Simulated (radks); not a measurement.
The numbers below are computed, except where a source is named.
Question: These are the eigenvalues of the occupied orbitals of an atom or ion with whole-number occupations (hartree). Code: a radial shooting solver on a logarithmic mesh with Libxc functionals. Model: scalar-relativistic Kohn-Sham, exchange-only LDA, spin-polarised, spherical densities, point nucleus.

| orbital | eigenvalue |
|---|---|
| 1s up | -238.7180 |
| 1s down | -238.7179 |
| 2s up | -30.38569 |
| 2s down | -30.33133 |
| 2p up | -26.24017 |
| 2p down | -26.19822 |
| 3s up | -6.03328 |
| 3s down | -5.91767 |
| 3p up | -4.86429 |
| 3p down | -4.75073 |
| 3d up | -3.02335 |

Which element is it, and in what charge state? The configuration may be excited. Open shells, if any, are filled with parallel spins first.

Answer: Z = 25, manganese, charge +5: Mn5+ in [Ar] 3d2. The list shows which subshells hold electrons but not how many an open one holds; the 1s level, -238.72 hartree, gives Z - s = 21.9 by -(Z - s)^2/2, which with screening and relativity narrows Z to a few neighbours, and the depths of the outer levels then fix element, charge and occupations together.
